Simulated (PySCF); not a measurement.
**Niobium: a sound run and one with changed settings**

Sound run: Nb⁺ [Kr] 4d4, Nb²⁺ [Kr] 4d3. All numbers are calculated (PySCF 2.14, a scalar-relativistic core potential, in aug-cc-pVDZ-PP with ECP28MDF (5s5p4d2f, 54 functions)). In the sound run the correlated levels freeze 4s2 4p6 outside the core potential. The sound run starts from symmetry-adapted Hartree-Fock orbitals and uses a fine grid where one is needed.

Changed run: all electrons correlated in a basis built for the valence shell.

```csv
species,method,sound run (hartree),changed run (hartree),converged
Nb⁺,MP2,-55.95353,-56.11743,yes
Nb²⁺,MP2,-55.45589,-55.60690,yes
```

Ionisation energy of Nb⁺:

```tsv
method	sound run (eV)	changed run (eV)
UHF	13.093	13.093
MP2	13.541	13.892
SCS-MP2	13.243	13.580
```

A valence basis has no tight correlating functions, so it recovers only part of the core correlation, and not evenly between atom and ion.

For comparison, NIST gives 14.32 eV between the lowest levels.
